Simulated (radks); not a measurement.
The numbers below are computed, except where a source is named.
Ta18+, 55 electrons, occupied as [Kr] 4d10 4f9. Code: a radial shooting solver on a logarithmic mesh with Libxc functionals. Model: Dirac Kohn-Sham, AM05, spin-unpolarised, spherical densities, finite nucleus; open shells are shared between the two j in proportion to 2j + 1; Fermi nuclear charge, rms radius 5.3507 fm. Some entries of the table are withheld. Estimate them.

| orbital | occ. | eigenvalue (eV) | <r> (bohr) | r(max) (bohr) |
|---|---|---|---|---|
| 1s1/2 | 2 | (1) | 0.01868 | 0.01168 |
| 2s1/2 | 2 | -11986.61 | 0.07839 | 0.06709 |
| 2p1/2 | 2 | -11480.13 | 0.06489 | (2) |
| 2p3/2 | 4 | -10211.41 | 0.07273 | (3) |
| 3s1/2 | 2 | -3088.158 | 0.2044 | 0.1890 |
| 3p1/2 | 2 | (4) | 0.1942 | 0.1770 |
| 3p3/2 | 4 | (5) | 0.2087 | 0.1909 |
| 3d3/2 | 4 | -2206.082 | 0.1828 | 0.1496 |
| 3d5/2 | 6 | -2146.465 | 0.1873 | 0.1534 |
| 4s1/2 | 2 | -966.8265 | 0.4517 | 0.4266 |
| 4p1/2 | 2 | -872.9381 | (6) | 0.4259 |
| 4p3/2 | 4 | -806.6338 | (7) | 0.4540 |
| 4d3/2 | 4 | -651.0840 | 0.4937 | 0.4484 |
| 4d5/2 | 6 | -638.3472 | 0.5030 | 0.4570 |
| 4f5/2 | 3.85714 | (8) | 0.5165 | 0.4116 |
| 4f7/2 | 5.14286 | (9) | 0.5208 | 0.4153 |

Answer. 
(1) 1s1/2 eigenvalue (eV): -67650.09
(2) 2p1/2 r(max) (bohr): 0.04994
(3) 2p3/2 r(max) (bohr): 0.05667
(4) 3p1/2 eigenvalue (eV): -2862.355
(5) 3p3/2 eigenvalue (eV): -2588.899
(6) 4p1/2 <r> (bohr): 0.4552
(7) 4p3/2 <r> (bohr): 0.4851
(8) 4f5/2 eigenvalue (eV): -441.3633
(9) 4f7/2 eigenvalue (eV): -438.6460
